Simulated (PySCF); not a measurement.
AsF2, SMILES F[As]F, multiplicity 2. Atoms are numbered in the order given.

```xyz
3

F      0.0000    -1.3041    -0.7497
As     0.0000     0.0000     0.4089
F      0.0000     1.3041    -0.7497
```
Charge 0, spin multiplicity 2.

Geometry optimised at B3LYP-D3(BJ)/def2-TZVP. The isomer is the one that the SMILES or the coordinates give; other isomers of the formula were not compared.

Method: PBE0/def2-TZVPD run with PySCF.

Mulliken values depend strongly on the basis, most of all with diffuse functions as here. Atomic charges (e):

| atom | meta-Löwdin | Mulliken | Mulliken spin |
|---|---|---|---|
| F1 | ___ | -0.34 | 0.02 |
| As2 | ___ | 0.68 | 0.95 |
| F3 | ___ | -0.34 | 0.02 |

Task: What belongs in the gaps? (Estimate from the structure and the level; the computed values follow.)

Result: 
- F1, meta-Löwdin: -0.47
- As2, meta-Löwdin: 0.95
- F3, meta-Löwdin: -0.47
